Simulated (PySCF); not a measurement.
C2H3F2, SMILES C[C](F)F (connectivity only; charge and spin as stated), charge +1, multiplicity 1. Atoms are numbered in the order given.

```xyz
7

C     -1.3606    -0.0553     0.2883
C      0.0494     0.0007    -0.0250
F      0.7906    -1.0222    -0.0371
F      0.6534     1.0801    -0.2811
H     -1.4355     0.0524     1.4053
H     -1.7881    -1.0467     0.0351
H     -1.9055     0.8018    -0.1556
```
Charge +1, spin multiplicity 1.

The structure is a stationary point at PBE-D3(BJ)/def2-SVP. The multiplicity is an assumed one; other spin states were not compared. The isomer is the one that the SMILES or the coordinates give; other isomers of the formula were not compared.

All values below come from PBE/def2-TZVPD run with PySCF.

Task: Estimate the frontier levels, gap, dipole moment and polarisability. (The exact figures need the calculation; the answer reports its results.)

Result: 
| Quantity | Value |
|---|---|
| highest occupied level | -17.00 eV |
| lowest empty level | -10.81 eV |
| orbital gap | 6.19 eV |
| dipole moment about the centre of nuclear charge | 2.80 D |
| mean static polarisability | 25.4 bohr³ (3.76 Å³) |
| polarisability, principal values | 19.7, 25.8, 30.6 bohr³ |
